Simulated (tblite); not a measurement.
Compound: C₅H₈GeO₂.
Geometry (GFN2-xTB, Å), atoms numbered from 1 in this order:
```xyz
16
C5H8GeO2 angstrom
C     -1.817   -1.687    0.328
C     -1.263   -0.330    0.076
O     -2.113    0.711   -0.099
C     -1.375    1.812   -0.308
C     -0.049    1.516   -0.272
C      0.027    0.120   -0.022
O      1.130   -0.660    0.103
Ge     2.802   -0.147   -0.013
H     -1.493   -2.382   -0.447
H     -2.902   -1.637    0.333
H     -1.469   -2.069    1.287
H     -1.900    2.733   -0.466
H      0.784    2.180   -0.403
H      3.470   -1.457    0.213
H      3.097    0.871    1.052
H      3.064    0.435   -1.373
```

Computed with GFN2-xTB (tblite): harmonic, unscaled wavenumbers at the GFN2-xTB geometry, gas phase. Against measured fundamentals such values can be off by several per cent, at times by over 20. Modes of hydrogen on germanium can be 10 to 20 % off. One conformer, not necessarily the lowest. The optimisation stopped once no atom felt more than 0.01 eV/Å.

Lowest wavenumbers of the output (negative numbers stand for imaginary wavenumbers):
```
mode    cm-1
  1     -62.0
  2      47.4
  3      94.4
  4     130.1
  5     186.9
  6     226.2
  7     326.5
  8     386.6
  9     471.9
 10     568.2
```

Is this structure a minimum?

No. 1 mode is imaginary beyond 20i (62i cm⁻¹), so at this level the point lies at or near a first-order saddle.

Which atoms move in the imaginary mode?

62i: H11 (methyl hydrogen) 34 %, H9 (methyl hydrogen) 34 %, H10 (methyl hydrogen) 32 %. These are shares of the mass-weighted motion.

What is the remedy?

Step along that mode in both directions, optimise again with tighter thresholds and repeat the frequencies. The zero-point energy of this point (69.6 kcal/mol) counts the 41 real modes alone, and thermal corrections from it aren't those of a minimum.

On Arm Neoverse N1, one thread, shared host with 64 logical CPUs at a one-minute load of 58, this took 0.86 s wall. The figure is for the frequency step alone.
